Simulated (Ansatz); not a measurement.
This geometry of a periodic cell of 63 atoms, Si62P (host Si, host structure diamond, dopant P, one Si atom removed) is a first-order saddle point.

The calculation used DFT LDA, scalar-relativistic, plane waves, PAW in Ansatz. Settings: PAW set soft_1, cutoff 420 eV, k mesh 1x1x1, gaussian smearing 0.02 eV, spin collinear.

```xyz
63
Lattice="10.8600 0.0000 0.0000 0.0000 10.8600 0.0000 0.0000 0.0000 10.8600" Properties=species:S:1:pos:R:3
Si 5.553 0.010 0.150
P 7.169 0.678 2.335
Si 8.145 2.782 -0.095
Si 9.467 4.055 1.341
Si 9.354 1.344 3.952
Si -0.018 -0.003 0.020
Si 1.364 1.353 1.356
Si 2.764 2.694 0.024
Si 4.259 3.878 1.404
Si 5.452 5.383 0.029
Si 6.784 6.790 1.371
Si 8.161 8.156 0.035
Si 9.601 9.426 1.355
Si 2.710 -0.006 2.726
Si 4.009 1.349 4.153
Si 5.601 2.457 2.855
Si 6.788 4.073 4.108
Si 8.132 5.422 2.718
Si 9.475 6.827 4.051
Si 5.351 0.002 5.494
Si 6.777 1.358 6.793
Si 8.139 2.704 5.422
Si 9.551 4.050 6.792
Si 8.148 -0.001 8.139
Si 9.483 1.354 9.522
Si -0.001 5.414 -0.006
Si 1.456 6.715 1.334
Si 2.711 8.162 -0.048
Si 4.082 9.508 1.364
Si -0.053 2.680 2.684
Si 1.313 4.090 4.039
Si 2.819 5.316 2.682
Si 4.054 6.766 4.090
Si 5.395 8.140 2.716
Si 6.649 9.754 3.903
Si -0.077 0.022 5.345
Si 1.348 1.354 6.763
Si 2.655 2.773 5.427
Si 4.066 4.067 6.809
Si 5.414 5.447 5.450
Si 6.823 6.895 6.686
Si 8.099 8.333 5.243
Si 9.479 9.517 6.738
Si 2.741 -0.002 8.156
Si 4.158 1.331 9.581
Si 5.436 2.713 8.165
Si 6.816 4.140 9.434
Si 8.170 5.496 8.049
Si 9.510 6.798 9.505
Si 0.069 8.071 2.687
Si 1.338 9.499 4.066
Si -0.031 5.454 5.413
Si 1.348 6.783 6.791
Si 2.693 8.145 5.436
Si 4.075 9.438 6.848
Si 0.023 2.687 8.170
Si 1.386 4.058 9.530
Si 2.712 5.429 8.154
Si 4.090 6.757 9.534
Si 5.464 8.122 8.190
Si 6.819 9.532 9.555
Si -0.027 8.155 8.117
Si 1.333 9.525 9.480
```

Q: Which two structures does it join? (They come from a converged band through this point; their orientation in space is the band's.)

A: The atom that moves furthest is P2, by 2.32 Å; four of its nearest neighbours are Si16 2.29, Si1 2.29, Si3 2.30, Si5 3.72 Å at the first end and Si35 2.30, Si13 2.30, Si5 2.30, Si34 3.79 Å at the last.

Initial state:

```xyz
63
Lattice="10.8600 0.0000 0.0000 0.0000 10.8600 0.0000 0.0000 0.0000 10.8600" Properties=species:S:1:pos:R:3
Si 5.420 0.091 -0.006
P 6.758 1.359 1.353
Si 8.064 2.694 0.018
Si 9.468 4.039 1.367
Si 9.504 1.064 3.851
Si -0.030 0.022 0.064
Si 1.398 1.385 1.327
Si 2.740 2.749 -0.037
Si 4.061 4.123 1.334
Si 5.439 5.471 -0.011
Si 6.812 6.824 1.360
Si 8.190 8.293 0.156
Si 9.505 9.721 1.647
Si 2.710 -0.001 2.713
Si 4.092 1.356 4.027
Si 5.422 2.718 2.621
Si 6.819 4.006 4.025
Si 8.146 5.434 2.713
Si 9.521 6.774 4.073
Si 5.417 0.005 5.425
Si 6.812 1.351 6.748
Si 8.190 2.556 5.280
Si 9.483 4.010 6.744
Si 8.146 -0.001 8.138
Si 9.468 1.345 9.533
Si -0.030 5.423 0.011
Si 1.337 6.798 1.357
Si 2.728 8.156 0.012
Si 4.092 9.544 1.356
Si -0.030 2.647 2.690
Si 1.323 4.023 4.082
Si 2.668 5.417 2.718
Si 4.088 6.744 4.070
Si 5.417 8.147 2.707
Si 6.706 9.377 4.195
Si 0.014 -0.047 5.397
Si 1.337 1.355 6.774
Si 2.728 2.699 5.416
Si 4.074 4.079 6.769
Si 5.465 5.390 5.404
Si 6.786 6.775 6.797
Si 8.180 8.115 5.457
Si 9.521 9.499 6.798
Si 2.668 -0.007 8.155
Si 4.061 1.378 9.449
Si 5.440 2.723 8.101
Si 6.763 4.071 9.501
Si 8.130 5.420 8.152
Si 9.483 6.828 9.562
Si 0.014 8.175 2.759
Si 1.432 9.458 4.114
Si -0.008 5.402 5.436
Si 1.355 6.777 6.794
Si 2.780 8.106 5.466
Si 4.088 9.502 6.829
Si -0.030 2.702 8.149
Si 1.338 4.078 9.494
Si 2.710 5.430 8.142
Si 4.075 6.803 9.493
Si 5.465 8.169 8.182
Si 6.819 9.547 9.567
Si -0.008 8.135 8.169
Si 1.323 9.489 9.549
```

Final state:

```xyz
63
Lattice="10.8600 0.0000 0.0000 0.0000 10.8600 0.0000 0.0000 0.0000 10.8600" Properties=species:S:1:pos:R:3
Si 5.419 0.072 -0.011
P 8.114 0.031 2.684
Si 8.073 2.726 -0.011
Si 9.463 4.027 1.372
Si 9.488 1.257 4.058
Si -0.027 0.001 0.047
Si 1.366 1.354 1.361
Si 2.697 2.725 -0.010
Si 4.062 4.083 1.338
Si 5.420 5.448 -0.010
Si 6.791 6.779 1.361
Si 8.144 8.172 0.047
Si 9.488 9.517 1.458
Si 2.720 0.000 2.715
Si 4.118 1.343 4.033
Si 5.419 2.726 2.643
Si 6.802 4.027 4.033
Si 8.145 5.425 2.715
Si 9.516 6.761 4.086
Si 5.477 0.001 5.403
Si 6.791 1.354 6.796
Si 8.144 2.668 5.403
Si 9.487 4.053 6.783
Si 8.145 0.000 8.150
Si 9.463 1.343 9.548
Si -0.027 5.417 0.001
Si 1.353 6.792 1.353
Si 2.728 8.172 0.001
Si 4.118 9.542 1.372
Si -0.027 2.668 2.714
Si 1.353 4.053 4.057
Si 2.702 5.443 2.706
Si 4.092 6.792 4.057
Si 5.477 8.172 2.714
Si 6.888 9.517 4.058
Si 0.011 -0.029 5.441
Si 1.353 1.362 6.783
Si 2.728 2.714 5.403
Si 4.067 4.078 6.771
Si 5.431 5.417 5.403
Si 6.783 6.792 6.783
Si 8.174 8.134 5.441
Si 9.516 9.489 6.814
Si 2.702 0.009 8.132
Si 4.062 1.377 9.492
Si 5.420 2.725 8.127
Si 6.768 4.083 9.492
Si 8.136 5.443 8.132
Si 9.487 6.792 9.522
Si 0.011 8.134 2.744
Si 1.384 9.489 4.086
Si 0.007 5.408 5.437
Si 1.359 6.786 6.789
Si 2.737 8.138 5.437
Si 4.092 9.518 6.783
Si -0.027 2.714 8.158
Si 1.341 4.078 9.497
Si 2.707 5.438 8.137
Si 4.067 6.804 9.497
Si 5.431 8.172 8.158
Si 6.802 9.542 9.548
Si 0.007 8.138 8.167
Si 1.353 9.518 9.522
```

Q: How far does it lie above each of them?

A: 1.02 eV above the first and 1.00 eV above the second. This is the barrier of this one path; another mechanism may lie lower. Limits of this set-up: coarse k mesh, PAW files made for another functional, a typed lattice constant that wasn't relaxed here.

Time of the run: 26 min on 4 threads of Arm Neoverse V2 (shared host), peak memory 6 GiB.
